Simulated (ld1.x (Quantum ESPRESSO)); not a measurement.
An all-electron radial function and its pseudo partner (nitrogen (N))

Columns: radius, all-electron u(r) and pseudo u(r) of the 2p shell (level -7.24 eV) of nitrogen in the configuration [He] 2s2 2p3; LDA (PZ), scalar-relativistic, ultrasoft scheme, ld1.x (Quantum ESPRESSO) 7.5.

```tsv
r (bohr)	all-electron	pseudo
0.145	0.1335	0.0093
0.290	0.3491	0.0364
0.435	0.5332	0.0792
0.580	0.6619	0.1344
0.725	0.7385	0.1976
0.870	0.7733	0.2641
1.015	0.7776	0.3291
1.160	0.7609	0.3882
1.305	0.7309	0.4375
1.450	0.6926	0.4743
1.595	0.6501	0.4973
1.740	0.6057	0.5060
1.885	0.5611	0.5014
2.030	0.5176	0.4856
2.175	0.4758	0.4610
2.320	0.4361	0.4306
2.465	0.3987	0.3974
2.610	0.3639	0.3637
2.755	0.3315	0.3315
2.900	0.3015	0.3015
3.045	0.2739	0.2739
3.190	0.2485	0.2485
3.335	0.2253	0.2253
3.480	0.2040	0.2040
3.625	0.1846	0.1846
3.770	0.1670	0.1670
```

**Question.** How many radial nodes do the two functions have?

**Answer.** The all-electron 2p function has n − l − 1 = 0; the pseudo-wave has 0.

**Question.** At about which radius was the pseudo-wave matched?

**Answer.** 2.90 bohr. The columns agree to 0.0005 from 2.61 bohr on; several derivatives are matched, so the curves merge somewhat inside the radius.

**Question.** Where does each function peak?

**Answer.** Outermost all-electron maximum near 1.01 bohr, pseudo maximum near 1.74 bohr (to the table’s step).

**Question.** Is the pseudo-wave norm-conserving?

**Answer.** No, it belongs to an ultrasoft set: the norm inside the radius is not constrained, and the difference is carried by the augmentation charge.
